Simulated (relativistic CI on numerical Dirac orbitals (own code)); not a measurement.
# Transition arrays of Ru XVII

These numbers are calculated, not measured: Dirac-Coulomb-Breit CI, orbitals from a KLI potential per configuration, QED by a radiative potential, valence Slater integrals scaled by 0.9, whole transition arrays (own radial code, finite nucleus).

Configurations in the expansion (outside the closed core [Ar]): 3d10, 3d9 4f, 3d9 4p, 3d9 5f. Levels of other configurations are missing.

All E1 lines from the levels of 3d10; mean and standard deviation are weighted by gf, and upper levels are sorted by their leading configuration.

| Upper configuration | Lines | Σgf | Mean (eV) | Mean (nm) | σ (eV) | Strongest line (nm) |
| --- | --- | --- | --- | --- | --- | --- |
| 3d9 4f | 3 | 4.4 | 423.03 | 2.931 | 2.11 | 2.927 |
| 3d9 4p | 3 | 0.5 | 302.56 | 4.098 | 1.31 | 4.105 |
| 3d9 5f | 3 | 2.5 | 512.95 | 2.417 | 2.12 | 2.414 |

Σgf per state of the lower configuration in bins of 0.05 nm over the central range (centre: value): 2.425: 2.52, 2.925: 4.21, 2.975: 0.21, 4.075: 0.08, 4.125: 0.45.

How do configuration mixing and the scaling of the Slater integrals move the arrays?

Slater scale 0.9, no configuration mixing: 3d9 4f 423.9 ± 2.1 eV (Σgf 5.0), 3d9 4p 302.6 ± 1.3 eV (Σgf 0.5), 3d9 5f 512.1 ± 2.1 eV (Σgf 1.9); Slater scale 1: 3d9 4f 424.1 ± 2.1 eV (Σgf 4.4), 3d9 4p 302.8 ± 1.3 eV (Σgf 0.5), 3d9 5f 513.5 ± 2.1 eV (Σgf 2.5); Slater scale 0.8: 3d9 4f 422.0 ± 2.1 eV (Σgf 4.4), 3d9 4p 302.4 ± 1.3 eV (Σgf 0.5), 3d9 5f 512.4 ± 2.1 eV (Σgf 2.5). With mixing, levels are counted to their leading configuration, so an array can shrink or vanish into another, and the sums then hold other lines.
